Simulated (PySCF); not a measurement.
Level of theory: delta-SCF UKS SCAN, pcX-2 on the ionised atom, pcseg-1 elsewhere, spin-free X2C in PySCF 2.14.0. Geometries: PBE0-D3(BJ)/def2-SVP; isolated species, one conformer each. Kα1 is taken as the energy difference of the 1s-hole and 2p3/2-hole states at the ground state's geometry. 2p3/2 and 2p1/2 are the ΔSCF energy of one spin-free 2p hole plus the eigenvalues of a spin–orbit and ligand-field matrix of the shell.

| site | Cl 2p3/2 (eV) |
| --- | --- |
| chlorine in `C#C[C@]1(CCl)C=CCC1` | 205.61 |
| chlorine in `C#CC(Cl)=C1CCCC1` | 205.82 |
| chlorine in `C#CCCCl` | 206.06 |
| chlorine in `ClCC1=CC2(C=C1)CC2` | 205.30 |

Task: What are the Cl 1s binding energies, and the Kα1 emission energies that follow?

Result: 
```
                             site  bonded to  1s (eV)  2p3/2 (eV)  Kα1 = 1s − 2p3/2 (eV)
 chlorine in `ClCC1=CC2(C=C1)CC2`          C  2827.88      205.30                2622.58
chlorine in `C#C[C@]1(CCl)C=CCC1`          C  2828.21      205.61                2622.60
   chlorine in `C#CC(Cl)=C1CCCC1`          C  2828.43      205.82                2622.61
            chlorine in `C#CCCCl`          C  2828.67      206.06                2622.61
```

Ranges: 1s 0.79 eV, 2p3/2 0.76 eV, Kα1 0.03 eV.

| site | Si 2p3/2 (eV) |
| --- | --- |
| silicon in `[SiH3]SBBr` | 107.53 |
| silicon in `C[SiH2]Cl` | 107.78 |
| silicon in `N#C[SiH](O)O` | 109.11 |

Task: What are the Si 1s binding energies, and the Kα1 emission energies that follow?

Result: 
```tsv
site	bonded to	1s (eV)	2p3/2 (eV)	Kα1 = 1s − 2p3/2 (eV)
silicon in `[SiH3]SBBr`	S and 3 H	1847.34	107.53	1739.81
silicon in `C[SiH2]Cl`	Cl, C and 2 H	1847.65	107.78	1739.87
silicon in `N#C[SiH](O)O`	2 O, C and H	1849.29	109.11	1740.18
```

Ranges: 1s 1.95 eV, 2p3/2 1.58 eV, Kα1 0.37 eV. A straight-line fit of 1s on 2p3/2 has slope 1.23.
